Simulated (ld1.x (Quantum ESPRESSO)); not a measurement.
**u(r) = r·R(r): atom against pseudo-atom (rhenium)**

Columns: radius, all-electron u(r) and pseudo u(r) of the 5d shell (level -5.37 eV) of rhenium in the configuration [Kr] 4d10 4f14 5s2 5p6 5d5 6s2 6p0; PBE, scalar-relativistic, TM scheme, ld1.x (Quantum ESPRESSO) 7.5.

```
r (bohr)  all-electron  pseudo
   0.130        0.2191  0.0033
   0.260       -0.1756  0.0253
   0.390       -0.3474  0.0792
   0.520       -0.1939  0.1690
   0.650        0.0697  0.2878
   0.780        0.3193  0.4201
   0.910        0.5129  0.5469
   1.040        0.6455  0.6516
   1.170        0.7257  0.7244
   1.300        0.7650  0.7638
   1.430        0.7749  0.7746
   1.560        0.7644  0.7644
   1.690        0.7406  0.7406
   1.820        0.7085  0.7085
   1.950        0.6717  0.6717
   2.080        0.6327  0.6327
   2.210        0.5930  0.5930
   2.340        0.5538  0.5538
   2.470        0.5157  0.5157
   2.600        0.4791  0.4791
   2.730        0.4443  0.4443
   2.860        0.4114  0.4114
   2.990        0.3805  0.3805
   3.120        0.3515  0.3515
   3.250        0.3244  0.3244
   3.380        0.2992  0.2992
```

(1) How many radial nodes do the two functions have?

(2) At about which radius was the pseudo-wave matched?

(3) Where does each function peak?

(4) Is the pseudo-wave norm-conserving?

Answers

(1) The all-electron 5d function has n − l − 1 = 2; the pseudo-wave has 0, since the states of the same l below it are removed with the core.

(2) 1.70 bohr. The columns agree to 0.0005 from 1.43 bohr on; several derivatives are matched, so the curves merge somewhat inside the radius.

(3) Outermost all-electron maximum near 1.43 bohr, pseudo maximum near 1.43 bohr (to the table’s step).

(4) Yes: the TM scheme keeps the norm inside the radius equal to the all-electron one, which fixes the energy derivative of the logarithmic derivative at the level.
